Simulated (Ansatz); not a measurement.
Question: Name a neutral molecule of Cl, I, Zr with LUMO energy (PBE/def2-TZVPP) between -3.75 and -3.45 eV and ideal-gas entropy at 298 K and 1 bar (rigid rotor, harmonic PBE0-D4/def2-TZVP) between 387 and 403 J/(mol·K) (Ansatz, PBE0-D4/def2-TZVP geometry).

Answer: `[Cl][Zr]([Cl])([Cl])[I]` (-3.48 eV, 400 J/(mol·K)). Other molecules can fit too; these were computed, each in one conformer that needn't be the lowest.
